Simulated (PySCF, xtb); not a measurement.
C3H11NSi2, SMILES [SiH3]N(C=C)C[SiH3]. The values are those of a single conformer.

Harmonic wavenumbers (cm⁻¹) from GFN2-xTB (xtb) at its own minimum, in rising order: 56, 71, 102, 148, 174, 234, 286, 349, 488, 503, 533, 563, 616, 641, 681, 738, 760, 770, 779, 786, 797, 800, 800, 820, 983, 993, 1132, 1187, 1268, 1304, 1342, 1412, 1475, 1696, 2200, 2257, 2261, 2264, 2275, 2280, 2904, 2974, 3018, 3120, 3149.

Problem. What does PBE-D3(BJ)/def2-SVP in PySCF give at its own minimum? (Estimate from the structure and the level; the computed values follow.)

Solution. 43, 71, 133, 136, 167, 209, 260, 324, 464, 484, 529, 644, 659, 674, 695, 714, 758, 816, 873, 881, 904, 911, 913, 933, 940, 952, 1125, 1169, 1216, 1276, 1310, 1369, 1390, 1650, 2148, 2151, 2167, 2171, 2176, 2188, 2953, 3024, 3065, 3089, 3194. Paired by order, the mean absolute difference is 49 cm⁻¹ and the zero-point energies are 77.2 and 77.1 kcal/mol.
